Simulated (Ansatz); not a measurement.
The first iterations of a band of H₃OSSb (6 atoms, charge 0, multiplicity 1).

Computed with Ansatz, RKS PBE/def2-SVP.

```
movable images  : 7
climbing image  : yes
spring          : 5.0 eV/Å²
optimiser       : quadratic models (default)
start path      : IDPP
force threshold : 0.05 eV/Å
iteration limit : 60
end points      : relaxed
```

Image 0:

```xyz
6
Properties=species:S:1:pos:R:3
S -0.639 -1.616 0.328
O -1.206 -0.027 0.387
Sb 0.106 1.558 0.293
H -0.548 -1.767 -1.037
H 0.900 1.045 -1.178
H 1.387 0.806 1.207
```

Image 8:

```xyz
6
Properties=species:S:1:pos:R:3
S -1.041 -1.569 0.535
O -0.874 -0.016 -0.115
Sb 1.102 0.573 -0.317
H -1.086 -2.301 -0.630
H 0.619 2.176 -0.799
H 1.281 1.137 1.326
```

| iteration | highest image above the first end (eV) | largest band force component (eV/Å) |
| --- | --- | --- |
| 1 | 2.979 | 2.443 |
| 2 | 2.717 | 0.810 |
| 3 | 2.654 | 0.514 |
| 4 | 2.588 | 1.848 |

Q: Does the band converge within its limit, and where does its top end?

A: The run converged. It ended after 13 iterations with the highest image 2.681 eV above the first end. Neighbouring images differ by up to 1.8 eV, so the band resolves the path poorly. A vibrational analysis at the climbing image gives one clearly imaginary mode, 1297i cm⁻¹: a first-order saddle point.

Run time: 4.9 min on 1 thread of Intel(R) Xeon(R) Platinum 8259CL CPU @ 2.50GHz (Skylake/Cascade Lake), with other jobs on the host, peak memory 0.15 GiB.
